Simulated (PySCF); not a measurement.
## SMILES C[Se]C(=O)/C=C\C=C\[O-], [C6H7O2Se]-, charge -1

Molfile (atoms numbered from 1):
```
C6H7O2Se
     RDKit          3D

 16 15  0  0  0  0  0  0  0  0999 V2000
    3.3248   -0.0191   -0.1323 C   0  0  0  0  0  0  0  0  0  0  0  0
    2.1024   -0.5444    1.2705 Se  0  0  0  0  0  2  0  0  0  0  0  0
    0.4469    0.1548    0.3183 C   0  0  0  0  0  0  0  0  0  0  0  0
    0.5911    0.6732   -0.7718 O   0  0  0  0  0  0  0  0  0  0  0  0
   -0.7096   -0.0683    1.0945 C   0  0  0  0  0  0  0  0  0  0  0  0
   -2.0052    0.3049    0.7078 C   0  0  0  0  0  0  0  0  0  0  0  0
   -2.4623    0.9356   -0.4351 C   0  0  0  0  0  0  0  0  0  0  0  0
   -3.8563    1.2078   -0.5858 C   0  0  0  0  0  0  0  0  0  0  0  0
   -4.4278    1.7544   -1.5224 O   0  0  0  0  0  0  0  0  0  0  0  0
    2.6725    0.4468   -0.8927 H   0  0  0  0  0  0  0  0  0  0  0  0
    3.8409   -0.8911   -0.5576 H   0  0  0  0  0  0  0  0  0  0  0  0
    4.0614    0.7096    0.2340 H   0  0  0  0  0  0  0  0  0  0  0  0
   -0.5704   -0.5645    2.0584 H   0  0  0  0  0  0  0  0  0  0  0  0
   -2.7914    0.0537    1.4380 H   0  0  0  0  0  0  0  0  0  0  0  0
   -1.7694    1.2303   -1.2263 H   0  0  0  0  0  0  0  0  0  0  0  0
   -4.4654    0.8527    0.3024 H   0  0  0  0  0  0  0  0  0  0  0  0
  1  2  1  0
  2  3  1  0
  3  4  2  0
  3  5  1  0
  5  6  2  0
  6  7  1  0
  7  8  2  0
  8  9  1  0
  1 10  1  0
  1 11  1  0
  1 12  1  0
  5 13  1  0
  6 14  1  0
  7 15  1  0
  8 16  1  0
M  CHG  1   9  -1
M  END
```

Method: quadratic response CAM-B3LYP/aug-cc-pVDZ first hyperpolarisability, Taylor convention, gas phase (PySCF). Geometry: PBE0-D3(BJ)/def2-SVP.

The calculation is non-relativistic, which matters for the atoms heavier than Zn. For a gas-phase anion, states above the detachment energy (about 2.7 eV, taken as minus the energy of the highest occupied orbital) lie in the continuum and depend on the basis.

(1) Give the tensor of the static β(0;0,0) in the axes of these coordinates.

## Answers

(1) In au, Taylor convention; rows are the first index (the induced dipole):
```tsv
	xx	yy	zz	xy	xz	yz
x	+568.9	-37.5	-142.2	-169.2	+132.2	-16.2
y	-169.2	+293.5	+43.5	-37.5	-16.2	-155.8
z	+132.2	-155.8	-425.1	-16.2	-142.2	+43.5
```
Norm of βᵢ = ⅓ Σⱼ (βᵢⱼⱼ + βⱼᵢⱼ + βⱼⱼᵢ): 617.2 au, hyper-Rayleigh value 335.0 au.
